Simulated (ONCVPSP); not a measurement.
**Logarithmic derivatives: Se (Z = 34), ONCV**

```
Element                 : Se
Generator               : ONCVPSP 4.0.1
Type                    : optimised norm-conserving Vanderbilt (ONCV)
Functional              : PBE
Relativity              : scalar-relativistic
Frozen core             : [Ne] 3s2
Valence charge          : 22
Reference configuration : 3p6 3d10 4s2 4p3 (charge +1)
Partial waves           : 4s: rc 1.40 bohr, ncon 4, nbas 7, qcut 5.3 1/bohr, 1 projector; 3p+4p: rc 1.00 bohr, ncon 5, nbas 9, qcut 14.1 1/bohr, 3 projectors, debl 3.4 Ha; 3d: rc 0.65 bohr, ncon 5, nbas 10, qcut 27.9 1/bohr, 2 projectors, debl 1.5 Ha
Local potential         : polynomial inside 0.55 bohr (lpopt 5, dvloc0 0 Ha)
Core correction         : polynomial model core, fcfact 0.2
```

In the d channel the program set the typed energies aside and used -2.338, 0.250 Ha.

The phase is arctan(r·R′/R) of the radial function R(r), unwrapped; energies in Ha, scanned from -8 to 5 Ha. A pole is an energy at which the radial function vanishes at the test radius. The pseudo phase is shifted by a multiple of π to meet the all-electron one at the reference energy, and phase errors are pseudo minus all-electron; the curves can meet again beyond the range given. Levels narrower than the energy grid can be missing from the lists of poles.

Q: For each channel, where are the poles, and over which energies does the pseudopotential scatter like the atom?

A:

| channel | radius (bohr) | reference energy (Ha) | poles, all-electron | poles, pseudo | unbroken range about the reference energy with phases within 0.05 rad | phase error 1 Ha above the reference energy (rad) |
| --- | --- | --- | --- | --- | --- | --- |
| s | 1.42 | -0.99 | 3.50 | 1.95 | -7.5 to 1.2 | -0.014 |
| p | 1.02 | -0.57 | -5.03 | -5.03 | the whole range | +0.000 |
| d | 0.66 | -2.34 | 3.93 | 3.93 | the whole range | -0.000 |

Note: ghosts flagged at negative energy: s at -647.8 eV; no localised positive-energy state flagged. A true bound ghost makes a file unfit for plane-wave use.

Phases in the p channel:

```
E (Ha)  all-electron  pseudo
 -7.96         0.670   0.671
 -7.24        -0.039  -0.039
 -6.52        -0.987  -0.987
 -5.80        -1.388  -1.388
 -5.08        -1.562  -1.562
 -4.36        -1.664  -1.664
 -3.64        -1.738  -1.738
 -2.92        -1.801  -1.801
 -2.20        -1.863  -1.863
 -1.48        -1.930  -1.930
 -0.76        -2.010  -2.010
 -0.04        -2.113  -2.112
  0.68        -2.254  -2.254
  1.40        -2.460  -2.459
  2.12        -2.764  -2.764
  2.84        -3.168  -3.168
  3.56        -3.578  -3.577
  4.28        -3.891  -3.891
  5.00        -4.102  -4.101
```
